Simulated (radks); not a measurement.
Problem. Species: the erbium ion Er+. Configuration: [Xe] 4f11 5d1 6s1 (not the ground configuration). Method: Dirac Kohn-Sham, PBE, spin-unpolarised, spherical densities, point nucleus; open shells fill j = l - 1/2 first; computed with a radial shooting solver on a logarithmic mesh with Libxc functionals. Some entries of the table are withheld. Estimate them.

| orbital | occ. | eigenvalue (hartree) | <1/r> (bohr^-1) |
|---|---|---|---|
| 1s1/2 | 2 | -2106.538 | 77.59 |
| 2s1/2 | 2 | -354.0920 | 18.66 |
| 2p1/2 | 2 | -337.2515 | 18.63 |
| 2p3/2 | 4 | -303.5566 | 16.15 |
| 3s1/2 | 2 | -79.74318 | 6.827 |
| 3p1/2 | 2 | (1) | 6.741 |
| 3p3/2 | 4 | (2) | 6.110 |
| 3d3/2 | 4 | (3) | 5.994 |
| 3d5/2 | 6 | (4) | 5.840 |
| 4s1/2 | 2 | -16.13877 | 2.858 |
| 4p1/2 | 2 | -13.18858 | (5) |
| 4p3/2 | 4 | -11.59200 | (6) |
| 4d3/2 | 4 | -6.73825 | 2.311 |
| 4d5/2 | 6 | -6.44729 | 2.258 |
| 5s1/2 | 2 | -2.29088 | 1.080 |
| 5p1/2 | 2 | -1.47882 | 0.9521 |
| 5p3/2 | 4 | -1.27001 | 0.8747 |
| 4f5/2 | 6 | -0.60462 | 1.713 |
| 4f7/2 | 5 | -0.56237 | 1.687 |
| 6s1/2 | 1 | -0.35865 | 0.3611 |
| 5d3/2 | 1 | -0.30389 | 0.5295 |
| 5d5/2 | 0 | -0.29072 | 0.5118 |

Solution. 
(1) 3p1/2 eigenvalue (hartree): -72.36126
(2) 3p3/2 eigenvalue (hartree): -65.28520
(3) 3d3/2 eigenvalue (hartree): -52.67371
(4) 3d5/2 eigenvalue (hartree): -51.12774
(5) 4p1/2 <1/r> (bohr^-1): 2.749
(6) 4p3/2 <1/r> (bohr^-1): 2.531
